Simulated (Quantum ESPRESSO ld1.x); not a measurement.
Results of a calculation; reference values are marked as such.
One sound ld1.x (Quantum ESPRESSO 7.5) input for neutral krypton gives E = -2787.057 hartree in 32 iterations:

```
 &input
    zed=36.0,
    iswitch=1,
    rel=2,
    dft='PW',
    config='[Kr]',
    verbosity='high',
    lsmall=.true.,
    prefix='ld1',
    max_out_wfc=37,
    file_charge='ld1.rho',
 /
```

Changed or added lines, one case at a time, and what came of them:

- cau_fact=29.58: crashed. The program stops in dirsol with "no classical turning point found": with c below Z the Dirac equation of a point nucleus has no 1s solution.
- zed=0.0: crashed. The program stops in dirsol with "no classical turning point found": zed must lie above 0 and at most 103.
- atom='Jo' (without zed): crashed. The program stops in dirsol with "no classical turning point found": the symbol names no element.
- rmax=2.0: not converged. The mesh cuts the orbital tails; the cycle ends with warnings and the numbers are not to be used.
- ecut=1: refused. The program stops in ld1_readin with "reading input namelist": the namelist holds a keyword that &input does not know.
- iswitch=7: refused. The program stops in ld1_readin with "wrong iswitch": iswitch takes 1 to 4.
- dx=0.2: inaccurate. The radial step is too large to integrate the orbitals; the run ends without a warning, but the energy is off by +0.04854 hartree against the default mesh.
